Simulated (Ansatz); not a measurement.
Potential energy curve for SeB (cation, charge +1), lowest triplet found (which spin is the ground state isn't settled by this scan).

Level of theory: full CI/cc-pVDZ, cores with 3d frozen in Ansatz (a first-principles code).

**Question.** Relative to R = 1.86 Å, what are the energies at R = 1.71, 1.76, 2.00, 2.04 Å?

**Answer.** 9.3 kcal/mol at 1.71 Å, 4.2 kcal/mol at 1.76 Å, 2.6 kcal/mol at 2.00 Å, 4.4 kcal/mol at 2.04 Å.

The scan ran from 1.47 to 6.92 Å; beyond the distances shown full CI changes its symmetry label.
